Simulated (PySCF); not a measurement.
Computed with ωB97X-D3(BJ)/def2-TZVP // PBE0-D3(BJ)/def2-TZVP in PySCF. Gas-phase values, no solvent. Delta-SCF ions had no search for a lower state. Excitations are Tamm–Dancoff values on a coarser integration grid. The basis has no diffuse functions, so Rydberg states are missing or too high.

Reference species (SMILES): `C=[SiH2]` (neutral, multiplicity 1).

```
Quantity                                   Value
--------------------------------------  --------
vertical ionisation energy (Delta-SCF)   8.79 eV
HOMO                                    -8.87 eV
S1 oscillator strength                     0.362
S1 excitation (TDA)                      5.60 eV
```

Changed species: `C#C[SiH]=C` (X = ethynyl; the reference has X = H).

Question: What does the change do to the vertical ionisation energy (Delta-SCF), HOMO, S1 oscillator strength and S1 excitation (TDA)?

Answer: the vertical ionisation energy (Delta-SCF) drops by 0.34 eV, to 8.45 eV; the HOMO rises by 0.18 eV, to -8.69 eV; the S1 oscillator strength goes up by 0.028, to 0.390; the S1 excitation (TDA) decreases by 0.46 eV, to 5.14 eV.
